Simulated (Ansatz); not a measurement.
Species: C3H3N2, net charge -1, singlet state. It need not be the lowest isomer of its formula. Whether it binds its extra electron was not tested at this geometry. 
Structure (B3LYP-D3(BJ)/def2-TZVP (Ansatz, a first-principles code) minimum search):
```
C
N 1 1.3318
N 2 1.3775 1 101.56
H 3 1.0040 2 116.30 1 -180.00
C 3 1.3670 4 125.34 2 180.00
H 1 1.0845 2 118.97 3 -180.00
C 1 1.4109 6 129.37 2 -180.00
H 7 1.0826 1 125.75 6 0.00
```
Charge -1, spin multiplicity 1.

Basis-set convergence of Hartree-Fock and CCSD(T) correlation energies (hartree) with Ansatz. Valence correlation only, unless marked. Spin-orbit coupling is left out. Non-relativistic.

```
basis        functions       E(HF)  E(corr, CCSD(T))
-----------  ---------  ----------  ----------------
aug-cc-pVDZ        142  -224.19531          -0.82180
aug-cc-pVTZ        299  -224.24139          -0.96689
aug-cc-pVQZ        538  -224.25438          -1.01018
```

Extrapolating the two largest sets (X = 3 and 4) as X^-3: E(corr) = (64·(-1.01018) - 27·(-0.96689))/37 = -1.0418 Eh, an estimate of the basis-set limit. The largest set recovers 97.0 % of it, the smallest 78.9 %.
